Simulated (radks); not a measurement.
The numbers below are computed, except where a source is named.
The lithium ion Li+, configuration [He].

Level of theory: Dirac Kohn-Sham, LDA (Slater exchange, Perdew-Wang correlation), spin-unpolarised, spherical densities, point nucleus; speed of light set to 116.481 atomic units (0.85 times the physical value, a model run) (a radial shooting solver on a logarithmic mesh with Libxc functionals).

Energy parts (eV):
total: -194.378
kinetic: 192.099
electron-nucleus: -433.120
Hartree: 88.282
exchange-correlation: -41.638

Orbitals (lengths in bohr, moments of r in powers of bohr):
orbital  occ.  eigenvalue (eV)   <r^2>
1s1/2       2         -59.5983  0.4681

The highest occupied level is 1s1/2 at -59.598 eV. The density falls to 0.001 e/bohr^3 at r = 1.86 bohr.
